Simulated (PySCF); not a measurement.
Distorted geometries of [Er(H2O)]3+

[Er(H2O)]3+ (singlet in the valence; each metal's 4f electrons, 11 of them, lie in its core potential, out of spins and levels). PySCF 2.14.0, RKS PBE, Er lcecp-1-SVP with ECP57, O def2-SVP, H def2-SVP; non-relativistic Hamiltonian with scalar-relativistic core potentials where named; density fitting; no spin-orbit coupling. Relaxed geometry:

```xyz
4

Er    0.0000    0.0000   -0.0641
O     0.0000    0.0000    2.0860
H     0.7908    0.0000    2.7255
H    -0.7908    0.0000    2.7255
```

Order these distorted geometries by energy above the relaxed one, lowest first.
A.
```xyz
4

Er   -0.0029   -0.0462   -0.1035
O     0.0897    0.0654    2.1720
H     0.6248   -0.0100    2.5757
H    -0.7116   -0.0092    2.8287
```
B.
```xyz
4

Er   -0.0082   -0.0174   -0.0985
O    -0.0203    0.0048    2.0849
H     0.7712    0.0322    2.8311
H    -0.7428   -0.0196    2.6554
```
C.
```xyz
4

Er    0.0175    0.1369   -0.0622
O    -0.0967   -0.2941    2.2288
H     1.0137    0.0131    2.7924
H    -0.9344    0.1441    2.5139
```

B (0.30 eV), C (1.67 eV), A (5.52 eV).

Which forces (eV/Å) act in the one that lies 1.67 eV up?


```
Er  -0.10 -0.67  0.98
O    4.62  1.56 -2.04
H   -4.32 -1.09 -0.76
H   -0.20  0.21  1.82
```
Forces carry noise of the integration grid, about 0.01 to 0.03 eV/Å.

An lcecp potential fixes the number of 4f electrons, so in runs with it no electron can move into or out of that shell.
